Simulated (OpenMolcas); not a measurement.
Ru4+ among 6 point charges of -1.5 e arranged as a trigonal antiprism (D3d), with a polar angle of 47.1° against the regular 54.74°.

* Program: OpenMolcas
* Method: SS-CASPT2, IPEA 0.25 Eh, imaginary shift 0.1 Eh (closed shells correlated: 4s 4p)
* Basis: ANO-RCC-VTZP [7s6p4d2f1g]
* Scalar Hamiltonian: DKH2, point nucleus
* Active space: 4 electrons in 5 orbitals (4d)
* State averaging: 2S+1 = 5 even, 5 roots; 2S+1 = 3 even, 45 roots; 2S+1 = 1 even, 50 roots
* Spin-orbit coupling: RASSI with atomic mean-field integrals over the reference wave functions

All point charges move together. At R = 1.69 Å the first state of the same spin is 8840 cm-1, and at R = 1.84 Å it is 5410 cm-1.

A third run gives 4210 cm-1. What distance was it run at?

With a power law R^-n the two known points give n = -ln(5410 / 8840) / ln(1.84 / 1.69) = 5.77. Then R = 1.69 × (8840 / 4210)^(1/5.77) = 1.922 Å. The run was at 1.92 Å, so the estimate is off by +0.002 Å.

Roots that are degenerate in the reference are averaged as groups; the widest CASPT2 spread within a group is 430 cm-1 (the 3-fold group of multiplicity 3 near 47100 cm-1 above the lowest state of its run, R = 1.84). Shifts and gaps below about the spread of the groups concerned are not significant. An orbital doublet at a regular site is open to a Jahn-Teller distortion, which this geometry leaves out. This shell can be high or low spin here, a state of another spin lies low, and with metal d orbitals alone active their balance is uncertain, so the ground spin may be wrong. Point charges give a weaker field than real ligands, and real ions of this kind are as a rule low spin; the high spin found here belongs to the model. Free-ion shares, where given, are those of the reference states; single-state CASPT2 does not remix them. Point charges carry no covalency, so the field is a model and not that of real ligands. No measured value stands beside these numbers.
